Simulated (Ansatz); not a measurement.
The same molecule with X = B, Ga, In. Ansatz, PBE0-D4/def2-TZVP geometries, multiplicity 1. Each molecule was computed in one conformer, which needn't be the lowest.

Elements past krypton have def2 core potentials. Scalar relativity is left out up to krypton.

| X | molecule | mean X–C bond length / Å | mean X–H bond length / Å | mean X–O bond length / Å | HOMO–LUMO gap (PBE/def2-TZVPP) / eV | HOMO energy (PBE0/def2-TZVPP) / eV | HOMO–LUMO gap (B3LYP/def2-TZVPP) / eV |
| --- | --- | --- | --- | --- | --- | --- | --- |
| B | `CBOC` | 1.560 | 1.208 | 1.348 | 6.14 | -8.37 | 8.16 |
| Ga | `C[O][GaH][CH3]` | 1.962 | 1.559 | 1.790 | 4.65 | -7.64 | 6.38 |

Task: Give the row for X = In, `C[O][InH][CH3]`. (Estimate.)

Result: Computed: 
```json
{"X": "In", "molecule": "`C[O][InH][CH3]`", "mean X–C bond length / Å": "2.141", "mean X–H bond length / Å": "1.707", "mean X–O bond length / Å": "1.997", "HOMO–LUMO gap (PBE/def2-TZVPP) / eV": "3.83", "HOMO energy (PBE0/def2-TZVPP) / eV": "-7.09", "HOMO–LUMO gap (B3LYP/def2-TZVPP) / eV": "5.44"}
```

From B to In the mean X–C bond length rises at each step, by 0.581 Å in all; the mean X–H bond length rises at each step, by 0.499 Å in all; the mean X–O bond length rises at each step, by 0.649 Å in all; the HOMO–LUMO gap (PBE/def2-TZVPP) falls at each step, by 2.31 eV in all; the HOMO energy (PBE0/def2-TZVPP) rises at each step, by 1.28 eV in all; the HOMO–LUMO gap (B3LYP/def2-TZVPP) falls at each step, by 2.72 eV in all. Bonds lengthen as the atom grows down the group.

B3LYP here is the variant with VWN-RPA as its local correlation; programs differ in this.
